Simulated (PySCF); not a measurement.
BeF2, charge +3, doublet (typed; the unrestricted solution is spin-contaminated), at a GFN2-xTB geometry of the parent state (such geometries of metal compounds can be far from the true shape) (a state made from the parent by changing its charge; the spin is typed, not shown lowest); B3LYP/def2-SVP (PySCF).

PySCF was given this input:
```python
from pyscf import gto, scf, dft

mol = gto.M(
    atom='''
Be    0.00000000    0.00000000    0.00000000
F    -0.00000000   -0.00000000   -1.40271250
F     0.00000000    0.00000000    1.40271250
''',
    basis='def2-svp',
    charge=3,
    spin=1,
    verbose=4,
)

mf = dft.UKS(mol)
mf.xc = 'b3lyp'
mf.kernel()
mf.analyze()
```

It wrote (shortened):

```
PySCF version 2.14.0

[INPUT] verbose = 4
[INPUT] num. atoms = 3
[INPUT] num. electrons = 19
[INPUT] charge = 3
[INPUT] spin (= nelec alpha-beta = 2S) = 1
[INPUT] symmetry False subgroup None
[INPUT] Mole.unit = angstrom
[INPUT] Symbol           X                Y                Z      unit          X                Y                Z       unit  Magmom
[...]
nuclear repulsion = 42.4409394145272
number of shells = 17
number of NR pGTOs = 67
number of NR cGTOs = 37
basis = def2-svp
ecp = {}

******** <class 'pyscf.dft.uks.UKS'> ********
method = UKS
initial guess = minao
damping factor = 0
level_shift factor = 0
DIIS = <class 'pyscf.scf.diis.CDIIS'>
diis_start_cycle = 1
diis_space = 8
diis_damp = 0
SCF conv_tol = 1e-09
SCF conv_tol_grad = None
SCF max_cycles = 50
direct_scf = True
direct_scf_tol = 1e-13
number electrons alpha = 10  beta = 9
XC library pyscf.dft.libxc version 7.1.2
    S. Lehtola, C. Steigemann, M. J. T. Oliveira, and M. A. L. Marques,  SoftwareX 7, 1–5 (2018)
XC functionals = b3lyp
    P. J. Stephens, F. J. Devlin, C. F. Chabalowski, and M. J. Frisch,  J. Phys. Chem. 98, 11623 (1994)
radial grids:
    Treutler-Ahlrichs [JCP 102, 346 (1995); DOI:10.1063/1.469408] (M4) radial grids

becke partition: Becke, JCP 88, 2547 (1988); DOI:10.1063/1.454033
pruning grids: <function nwchem_prune>
grids dens level: 3
symmetrized grids: False
atomic radii adjust function: <function treutler_atomic_radii_adjust>
small_rho_cutoff = 0
Set gradient conv threshold to 3.16228e-05
tot grids = 42248
init E= -214.376933437893

cycle= 1 E= -211.425600731876  delta_E= 2.95  |g|= 0.652  |ddm|= 1.63

cycle= 2 E= -211.604102310416  delta_E= -0.179  |g|= 0.489  |ddm|= 1.17
cycle= 3 E= -211.684476273779  delta_E= -0.0804  |g|= 0.048  |ddm|= 0.323
cycle= 4 E= -211.685355071904  delta_E= -0.000879  |g|= 0.00794  |ddm|= 0.0294
cycle= 5 E= -211.68538313771  delta_E= -2.81e-05  |g|= 0.00101  |ddm|= 0.00714
cycle= 6 E= -211.685383465694  delta_E= -3.28e-07  |g|= 0.000141  |ddm|= 0.000739
cycle= 7 E= -211.685383480189  delta_E= -1.45e-08  |g|= 1.26e-05  |ddm|= 0.000166
cycle= 8 E= -211.68538348032  delta_E= -1.3e-10  |g|= 1.43e-06  |ddm|= 1.78e-05
Extra cycle  E= -211.685383480297  delta_E= 2.26e-11  |g|= 7.24e-06  |ddm|= 7.77e-06
converged SCF energy = -211.685383480297  <S^2> = 1.7542845  2S+1 = 2.8314551
**** SCF Summaries ****
Total Energy =                        -211.685383480296963
Nuclear Repulsion Energy =              42.440939414527215
One-electron Energy =                 -356.667171611190952
Two-electron Energy =                  102.540848716366781
Two-electron Coulomb Energy =          125.067189816163690
DFT Exchange-Correlation Energy =      -22.526341099796916
**** MO energy ****
                             alpha | beta                alpha | beta
[...]
To work with the spin densities directly, `use mulliken_meta_spin()` only printing them here.

 ** Mulliken spin pop alpha/beta on meta-lowdin orthogonal AOs **
 ** Mulliken Spin Density (per AO)  **
spin_pop of  0 Be 1s       -0.00000
spin_pop of  0 Be 2s       -0.00425
spin_pop of  0 Be 3s       -0.00009
spin_pop of  0 Be 2px       0.00194
spin_pop of  0 Be 2py       0.00566
spin_pop of  0 Be 2pz      -0.00056
spin_pop of  0 Be 3px       0.00193
spin_pop of  0 Be 3py       0.00119
spin_pop of  0 Be 3pz      -0.00037
spin_pop of  1 F 1s       -0.00000
spin_pop of  1 F 2s        0.00124
spin_pop of  1 F 3s        0.00021
spin_pop of  1 F 2px       0.98866
spin_pop of  1 F 2py      -0.49798
spin_pop of  1 F 2pz       0.00075
spin_pop of  1 F 3px       0.00839
spin_pop of  1 F 3py      -0.00507
spin_pop of  1 F 3pz       0.00040
spin_pop of  1 F 3dxy      0.00000
spin_pop of  1 F 3dyz     -0.00024
spin_pop of  1 F 3dz^2    -0.00007
spin_pop of  1 F 3dxz      0.00086
spin_pop of  1 F 3dx2-y2    0.00010
spin_pop of  2 F 1s       -0.00000
spin_pop of  2 F 2s        0.00124
spin_pop of  2 F 3s        0.00021
spin_pop of  2 F 2px       0.98866
spin_pop of  2 F 2py      -0.49796
spin_pop of  2 F 2pz       0.00075
spin_pop of  2 F 3px       0.00839
spin_pop of  2 F 3py      -0.00507
spin_pop of  2 F 3pz       0.00040
spin_pop of  2 F 3dxy      0.00000
spin_pop of  2 F 3dyz     -0.00024
spin_pop of  2 F 3dz^2    -0.00007
spin_pop of  2 F 3dxz      0.00086
spin_pop of  2 F 3dx2-y2    0.00010
 ** Mulliken Spin Density (per atom)  **
spin density of  0 Be =      0.00545
spin density of  1 F =      0.49727
spin density of  2 F =      0.49728
 ** Mulliken pop alpha/beta on meta-lowdin orthogonal AOs **
 ** Mulliken pop       alpha | beta **
[...]
In total            10.00000 | 9.00000
 ** Mulliken atomic charges   ( Nelec_alpha | Nelec_beta ) **
charge of  0Be =      1.77086  (     1.11730      1.11184 )
charge of  1F =      0.61457  (     4.44135      3.94408 )
charge of  2F =      0.61456  (     4.44136      3.94408 )

WARN: System has nonzero charge 3; the dipole moment is origin-dependent.
Location of origin: [0. 0. 0.]

Dipole moment(X, Y, Z, Debye):  0.00000,  0.00000, -0.00009
```
